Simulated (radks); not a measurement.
Values are calculated unless marked as measured or tabulated.
Valence configurations of Sn II (all share [Kr]). Level of theory: scalar-relativistic Kohn-Sham, LDA (Slater exchange, Perdew-Wang correlation), spin-polarised, spherical densities, finite nucleus; open shells are filled with parallel spins first (spin-orbit coupling, left out, can overturn this in heavy ions); Fermi nuclear charge, rms radius 4.6519 fm (a radial shooting solver on a logarithmic mesh with Libxc functionals). Energies are relative to 4d10 5s2 5p1; eigenvalues in eV for spin up.

valence          E (eV)  moment (Bohr magnetons)    e(4d)    e(5p)    e(5s)
4d10 5s2 5p1      0.000                        1  -33.961  -10.807  -18.427
4d9 5s2 5p2      24.904                        3  -40.427  -12.599  -21.015
4d10 5s1 5p2      6.390                        3  -35.397  -11.903  -19.760
4d9.5 5s1.5 5p2  15.332                        3  -37.899  -12.255  -20.394
4d9 5s1 5p3      31.242                        5  -41.688  -13.541  -22.169
4d10 5p3         14.323                        3  -36.744  -12.542        -
4d8 5s2 5p3      53.546                        5  -46.851  -14.247  -23.416

NIST lists [Kr] 4d10 5s2 5p1 as the ground configuration; this level of theory agrees among the configurations tried. The energies are those of spherical high-spin densities, not of single terms.
